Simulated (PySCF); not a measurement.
# Bond lengths and vibrations by method: AlBH3N2 cation

These are calculations, not measurements. They come from PySCF 2.14.0, an open-source quantum chemistry program, on an isolated molecule that a program drew, which may never have been made. The molecule is AlBH3N2 cation (charge +1, singlet), drawn as the SMILES string `N[B+][N]=[AlH]`.

The geometry was optimised and harmonic frequencies were computed with HF and MP2, all in the cc-pV(D+d)Z basis, for the commonest isotopes, with a restricted reference for singlets and an unrestricted one otherwise, and a frozen core in MP2. Each result is a local minimum of its method.

Geometry at the HF minimum:
```xyz
7
AlBH3N2 cation, angstrom
N    -0.0300    0.3951    1.0131
B     0.4824   -0.4000    0.0446
N     0.9704   -1.1571   -0.8782
Al    1.5989   -2.1347   -2.0663
H    -0.2541    1.3592    0.8574
H    -0.2141    0.0654    1.9411
H     2.1804   -3.0386   -3.1652
```

Lengths of the bonds as drawn, in Å (atoms numbered as above):
```
bond,HF,MP2
N1-B2,1.354,1.365
B2-N3,1.290,1.310
N3-Al4,1.662,1.686
N1-H5,1.002,1.016
N1-H6,1.002,1.016
Al4-H7,1.537,1.542
```

Rotational constants, in GHz:
| constant | HF | MP2 |
|---|---|---|
| A | 351.9 | 341.4 |
| B | 2.296 | 2.238 |
| C | 2.281 | 2.224 |

Harmonic frequencies in cm^-1, each column in rising order, so a row needn't be the same motion in every method:
| rank | HF | MP2 |
|---|---|---|
| 1 | 107 | 81 |
| 2 | 116 | 96 |
| 3 | 391 | 342 |
| 4 | 417 | 371 |
| 5 | 461 | 422 |
| 6 | 469 | 435 |
| 7 | 522 | 461 |
| 8 | 667 | 627 |
| 9 | 998 | 918 |
| 10 | 1291 | ? |
| 11 | 1680 | 1555 |
| 12 | 2032 | 1960 |
| 13 | 2182 | 2132 |
| 14 | 3784 | 3615 |
| 15 | 3889 | 3730 |

**Estimate the missing MP2 frequency from the HF column.**

A single factor s that minimises the squared misfit of MP2 against s times HF over the other rows is sum(HF x MP2) / sum(HF^2) = 0.9556, with an rms misfit of 28 cm^-1. For rank 10 it gives 0.9556 x 1291 = 1234 cm^-1. The calculation gives 1234 cm^-1, the same as the estimate. The drawn bonds are on average 1.2 % longer in MP2 than in HF.
